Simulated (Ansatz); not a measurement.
Total energies of BCl2(OH) (BCl2OH) from Ansatz at PBE0-D4/def2-TZVP, gas phase (1 Eh = 27.2114 eV = 2625.5 kJ/mol). The reference geometry is relaxed at PBE0-D4/def2-TZVP.

```json
{"state": "charge 0 singlet", "geometry": "reference", "energy (Eh)": "-1020.87420"}
{"state": "charge 1 doublet", "geometry": "reference", "energy (Eh)": "-1020.45267"}
{"state": "free B atom (doublet)", "geometry": "–", "energy (Eh)": "-24.61828"}
{"state": "free Cl atom (doublet)", "geometry": "–", "energy (Eh)": "-459.99739"}
{"state": "free O atom (triplet)", "geometry": "–", "energy (Eh)": "-75.01860"}
{"state": "free H atom (doublet)", "geometry": "–", "energy (Eh)": "-0.50104"}
```

Q: Work out the vertical ionisation energy to the doublet.

A: E(charge 1 doublet) − E(charge 0 singlet) = -1020.45267 − (-1020.87420) = 0.42153 Eh = 11.47 eV. For comparison, −ε of the highest occupied level is 9.08 eV at this level, 2.39 eV less.

Q: What is the binding energy per atom against free atoms?

A: Atoms: 1 × (-24.61828) + 2 × (-459.99739) + 1 × (-75.01860) + 1 × (-0.50104) = -1020.13270 Eh. Binding: -1020.13270 − (-1020.87420) = 0.74150 Eh = 20.18 eV, or 4.04 eV for each of 5 atoms (no zero-point energy, no counterpoise term).
